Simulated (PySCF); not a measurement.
CH₇F₂NSi₂, SMILES C[Si](F)(F)[SiH2]N. Atoms are numbered in the order given.

```xyz
13

C      1.9247    -0.8899     0.5991
Si     0.6555     0.3548     0.0355
F      1.3624     1.4171    -0.9963
F      0.1850     1.2358     1.3458
Si    -1.3228    -0.5459    -0.8464
N     -2.0633    -1.2561     0.5782
H      1.4445    -1.6280     1.2732
H      2.7522    -0.3941     1.1461
H      2.3508    -1.4370    -0.2659
H     -2.1062     0.5068    -1.6043
H     -1.0339    -1.6595    -1.8183
H     -2.9025    -1.8312     0.4572
H     -2.1936    -0.6262     1.3763
```

The structure is a stationary point at PBE-D3(BJ)/def2-SVP. The structure was generated by enumeration, and PubChem lists no compound with its InChIKey, so it may never have been made. Other conformers were not sampled.

These are PySCF with PBE-D3(BJ)/def2-SVP values and carry that method's errors.

Frequencies are harmonic and unscaled.

```
mode  ν (cm⁻¹)  IR (km/mol)   moving atoms (share of kinetic energy)
----  --------  -----------  ---------------------------------------
1           28          1.8   N 36 %, H 24 %, F 20 %, Si 11 %, C 8 %
2           75          0.2            N 36 %, F 30 %, H 19 %, C 9 %
3          123          3.4          H 33 %, C 23 %, F 22 %, Si 22 %
4          145          0.0                                   H 96 %
5          184          1.5  F 49 %, H 17 %, N 12 %, C 12 %, Si 10 %
6          228          6.0          F 37 %, H 24 %, Si 24 %, C 10 %
7          245         26.8           H 33 %, F 29 %, Si 26 %, C 9 %
8          262          5.0                  H 59 %, F 20 %, Si 17 %
9          295         30.7                  F 56 %, Si 21 %, H 14 %
10         435         15.8                  Si 57 %, H 21 %, F 15 %
11         469        145.9                           H 82 %, N 16 %
12         500         32.4                          H 72 %, Si 16 %
13         652         23.7                                   H 87 %
14         686         28.1          H 34 %, C 29 %, Si 18 %, F 18 %
15         737         30.9                    H 71 %, C 17 %, F 9 %
16         744        153.1                                   H 76 %
17         771         73.3          H 52 %, Si 18 %, C 16 %, N 10 %
18         816         67.1          Si 36 %, N 33 %, H 19 %, F 10 %
19         850        129.3                  Si 36 %, F 30 %, H 23 %
20         897         75.5                  H 59 %, Si 22 %, F 10 %
21         907         73.9                  Si 42 %, F 35 %, H 19 %
22         933        107.1                                   H 91 %
23        1216         38.1                           H 77 %, C 23 %
24        1369          7.1                                   H 96 %
25        1378          2.7                                   H 96 %
26        1499         28.3                            H 91 %, N 9 %
27        2094        155.1                                   H 97 %
28        2155         88.6                                   H 97 %
29        2978          0.1                                   H 97 %
30        3084          0.7                            H 91 %, C 9 %
31        3085          0.7                            H 91 %, C 9 %
32        3466         17.9                                   H 96 %
33        3559         23.9                            H 91 %, N 9 %
```
